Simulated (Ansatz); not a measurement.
A made-up structure of MgBH$_{3}$Se, singlet:

| atom | x (Å) | y (Å) | z (Å) |
| --- | --- | --- | --- |
| B1 | -0.6399 | -0.0780 | -0.9184 |
| Se2 | 0.8919 | -0.0516 | 1.0850 |
| Mg3 | 0.6694 | -1.4468 | -0.9052 |
| H4 | -0.7112 | 0.7465 | -0.0073 |
| H5 | -1.4497 | 0.0668 | -1.7789 |
| H6 | 1.2024 | 0.6762 | 2.3711 |

It is relaxed with PBE-D4/def2-SVP and then PBE0-D4/def2-TZVP (Ansatz 0.2.0). Atoms count as bonded within 1.22 times the sum of their covalent radii (H–H: 0.88 Å). The end point is not checked to be a true minimum.

Q: Does its bonding change? (A judgement: the text doesn't fix the answer.)

A: By the calculation: No: no bond forms or breaks.

Where it ends: The first stage lowers the energy by 3.68 eV in 18 steps. It ends as MgBH₃Se ([BH2][Mg][SeH]):
```
6
angstrom
B -1.1221 0.1087 -1.3615
Se 1.6183 0.3438 2.4582
Mg 0.2047 0.2118 0.4789
H -1.9384 0.9493 -1.6270
H -1.0723 -0.7893 -2.1580
H 2.2727 -0.9112 2.0558
```

Labels in which every atom is bracketed show which atoms are joined, not bond orders.

For scale, one of the runs: PBE0-D4/def2-TZVP relaxation, 129 basis functions, launched by `ansatz run in.yaml --threads 2 --pin off --events-out ev --progress --plain --max-ram 4352MiB`. Hardware: 2 CPU threads of an Arm Neoverse V2, shared host. Wall time about 14 s.
